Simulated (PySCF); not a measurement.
Vertical excitations of a molecule CH₇FOSi₃ from PySCF with TDA-CAM-B3LYP/def2-SVPD, as energy in eV (oscillator strength): 4.86 (0.010), 5.62 (0.090), 6.26 (0.065), 6.71 (0.013), 6.83 (0.011), 7.11 (0.016), 7.21 (0.104), 7.30 (0.006), 7.54 (0.202), 7.57 (0.022). Lowest triplet (TDA): 4.11 eV. Geometry optimised at ωB97X-D3(BJ)/def2-SVP. A frequency run showed that this geometry is not a minimum. One conformer was computed; it need not be the lowest.

Identify the compound among the candidates.
A. F[Si@H]1[SiH2]O[C@@H]1[SiH3]
B. O[Si]1(F)[SiH2]C[SiH2]1
C. C[Si@]1(F)O[SiH2][SiH2]1
D. FC1([SiH3])[SiH2]O[SiH2]1

B, O[Si]1(F)[SiH2]C[SiH2]1
